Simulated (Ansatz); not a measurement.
C6H15FHfO3 (`CC[O][Hf]([F])([O]CC)[O]CC`). Charge 0, multiplicity 1. Correlated methods include outer-core shells of Hf, which these sets cover unevenly. Hf: def2 effective core potential.

```xyz
26

C    -0.624    2.740    1.300
C    -0.752    2.594   -0.200
O    -0.977    1.271   -0.570
Hf   -1.137   -0.615   -0.880
F    -2.819   -0.964   -1.764
O     0.302   -1.209   -2.003
C     1.464   -1.450   -2.731
C     2.357   -0.229   -2.776
O    -1.098   -1.556    0.792
C    -0.929   -2.124    2.052
C    -0.452   -1.105    3.064
H    -1.536    2.402    1.798
H     0.211    2.146    1.676
H    -0.452    3.785    1.570
H     0.161    2.954   -0.692
H    -1.581    3.211   -0.569
H     1.190   -1.752   -3.749
H     2.003   -2.293   -2.279
H     1.835    0.612   -3.238
H     3.260   -0.436   -3.357
H     2.658    0.066   -1.768
H    -0.208   -2.949    1.981
H    -1.882   -2.558    2.377
H    -1.170   -0.287    3.154
H     0.511   -0.685    2.764
H    -0.333   -1.569    4.047
```

Question: Give the diagnostics of a CCSD(T)/def2-TZVPP run (frozen core, Ansatz). (An estimate is asked.)

Answer: Computed: T1 = 0.0140, largest single amplitude 0.028, largest double 0.010, (T) share of the correlation energy 3.7 %, 9 CCSD cycles. The RHF solution is stable towards an unrestricted one. T1 lies under the customary mark of 0.02 for closed shells.
